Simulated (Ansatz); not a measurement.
Two structures of CH7FGe, closed shell, reached by relaxing down either side of one saddle point (PBE0-D4/def2-TZVP). Energies are electronic, without zero-point energy. Program: Ansatz 0.2.0. Basis: def2-TZVPP and def2-QZVPP. Cores are frozen in the correlated methods. Filled d shells of the heavier atoms are correlated. The def2 sets are not built for correlating such inner shells, so the correlated values are less sure here. Extrapolation: Hartree–Fock as exp(−7.88 √X), correlation as X^−2.97. First:

```csv
atom,x (Å),y (Å),z (Å)
Ge1,-0.9385,-0.0343,-0.5050
H2,-0.5312,1.4639,-0.6003
H3,-0.7950,-0.6285,-1.9141
H4,-2.4164,-0.0482,-0.0850
C5,0.1977,-0.9449,0.7871
H6,1.1563,1.7760,-0.4445
F7,2.0792,1.7739,-0.3462
H8,-0.0684,-2.0010,0.8392
H9,0.0729,-0.5023,1.7758
H10,1.2434,-0.8544,0.4928
```

Second:

```csv
atom,x (Å),y (Å),z (Å)
Ge1,-0.2636,-0.4843,-1.0016
H2,-0.2580,2.8983,1.0209
H3,0.0624,-1.5245,-2.0860
H4,-1.7241,-0.0125,-1.0872
C5,0.2726,-1.0255,0.7780
H6,0.0787,2.6189,0.4150
F7,0.7033,0.9187,-1.4021
H8,-0.2871,-1.9099,1.0885
H9,0.0787,-0.2186,1.4850
H10,1.3371,-1.2607,0.7893
```

Problem. Which bonds change from the first to the second?

Solution. CH₆Ge ([CH3][GeH3]) + HF → CH₅FGe ([CH3][GeH2][F]) + H₂; bonds formed: Ge1–F7, H2–H6; bonds broken: Ge1–H2, H6–F7.

Problem. Give the saddle point's structure and its height above each. (To be estimated.)

Solution. By the calculation: 41.53 kcal/mol above the first and 49.94 kcal/mol above the second (CCSD(T) at an estimated basis limit (MP2 extrapolated from triple and quadruple zeta, plus CCSD(T) − MP2 in triple zeta)).
```
10
angstrom
Ge -0.4545 0.0549 -0.5847
H -0.5099 1.8326 -0.0408
H -0.2413 -0.4271 -2.0244
H -1.9900 0.2162 -0.4055
C 0.2801 -0.9946 0.8634
H 0.3713 1.7728 -0.3528
F 1.3027 1.1299 -0.8742
H -0.2248 -1.9620 0.8988
H 0.1191 -0.4841 1.8133
H 1.3474 -1.1384 0.7068
```

The T1 diagnostic stays at or below 0.013.

Labels in which every atom is bracketed show which atoms are joined, not bond orders.

For scale, one of the runs: CCSD(T)/def2-TZVPP, 208 basis functions, launched by `ansatz run in.yaml --threads 4 --pin off --events-out ev --progress --plain --max-ram 9574MiB`. The run took 100 s on 4 CPU threads of an Intel Xeon (shared host), with 2.9 GiB of host memory at its peak.
